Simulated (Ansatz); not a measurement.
## CH7FSi2 (SMILES F[SiH2]C[SiH3]): the vertical ionisation energy from total energies

The species is CH7FSi2 (11 atoms), meant as a singlet with charge 0. As SMILES, `F[SiH2]C[SiH3]`. The shape is that of a PBE0-D4/def2-TZVP optimisation. This is one conformer, not always the lowest.

Both states at this one shape; open shells run unrestricted unless said. 1 Eh = 27.2114 eV.

```tsv
level	program	singlet CH7FSi2 (Eh)	doublet [CH7FSi2]+ (Eh)	HOMO of the first (eV)
HF/STO-3G	Ansatz	-710.760954	-710.466694	-9.52
BLYP/6-31G* (spherical functions)	Ansatz	-721.093053	-720.716564	-7.26
B3LYP/6-31G* (Cartesian functions)	Ansatz	-721.207673	-720.811555	-8.52
```

Problem. Work out the vertical ionisation energy at each level.

Solution. 
1. HF/STO-3G: -710.466694 − (-710.760954) = 0.294260 Eh = 8.01 eV; −ε(HOMO) = 9.52 eV.
2. BLYP/6-31G* (spherical functions): -720.716564 − (-721.093053) = 0.376489 Eh = 10.24 eV; −ε(HOMO) = 7.26 eV.
3. B3LYP/6-31G* (Cartesian functions): -720.811555 − (-721.207673) = 0.396118 Eh = 10.78 eV; −ε(HOMO) = 8.52 eV.

No measured value is set beside it here; the levels span 8.01 to 10.78 eV. In Hartree–Fock, −ε(HOMO) (Koopmans) exceeds the difference of totals by the orbital relaxation of the ion. In semi-local functionals −ε(HOMO) lies far under the ionisation energy, a result of self-interaction, while the difference of totals does much better. Hartree–Fock favours the state with fewer electron pairs, since it lacks pair correlation. Minimal sets are far from the basis-set limit.
